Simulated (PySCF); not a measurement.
**Correlation energy of B²⁺ (boron, charge +2)**

[He] 2p1, 2P determinant (an excited configuration). All numbers are calculated (PySCF 2.14, no relativity, point nucleus, in aug-cc-pwCVTZ (7s6p4d2f, 59 functions)). Frozen: nothing; 3 electrons correlated.

MP2 pair energies summed by pair of shells (mhartree):

```csv
pair,energy,share (%)
1s-1s,-34.89,87.7
1s-2p,-4.89,12.3
```

Total MP2 correlation energy: -39.78 mhartree.

Same-spin part -2.24 and opposite-spin part -37.54 mhartree; SCS-MP2 scales them by 1/3 and 6/5 to -45.79 mhartree.
